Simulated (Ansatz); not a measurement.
This geometry of CH5BO2 (9 atoms, charge 0, multiplicity 1) is a first-order saddle point.

The calculation used RKS r2SCANh/def2-SVP in Ansatz 0.2.0.

```xyz
9
Properties=species:S:1:pos:R:3
B -1.340 0.220 0.501
O 0.211 0.320 0.488
C 1.046 -0.454 -0.370
O -1.656 1.420 0.195
H -0.228 1.312 0.169
H -1.829 -0.845 0.757
H 2.074 -0.083 -0.289
H 0.709 -0.391 -1.415
H 1.012 -1.498 -0.036
```

Question: Which two structures does it join? (They come from a converged band through this point; their orientation in space is the band's.)

Answer: Bonds broken: O4–H5. Bonds formed: O2–H5.

First end point:

```xyz
9
Properties=species:S:1:pos:R:3
B -0.959 0.283 0.428
O 0.252 0.436 -0.164
C 1.095 -0.652 -0.454
O -1.719 1.375 0.675
H -1.280 2.182 0.381
H -1.385 -0.802 0.745
H 2.068 -0.505 0.038
H 1.264 -0.711 -1.539
H 0.665 -1.606 -0.110
```

Last end point:

```xyz
9
Properties=species:S:1:pos:R:3
B -1.546 0.233 0.537
O 0.235 0.457 0.388
C 1.045 -0.425 -0.386
O -2.109 1.305 0.329
H 0.250 1.366 0.050
H -1.622 -0.938 0.789
H 2.106 -0.176 -0.253
H 0.778 -0.387 -1.451
H 0.863 -1.435 -0.004
```

Question: How far does it lie above each of them?

Answer: 2.24 eV above the first and 0.35 eV above the second. This is the barrier of this one path; another mechanism may lie lower. The orbitals stay closed-shell, which can raise the energy where a bond breaks towards radicals; this wasn't checked here.

The run took 100 s on 2 threads of Intel(R) Xeon(R) 6975P-C (Granite Rapids), with other jobs on the host, peak memory 0.2 GiB.
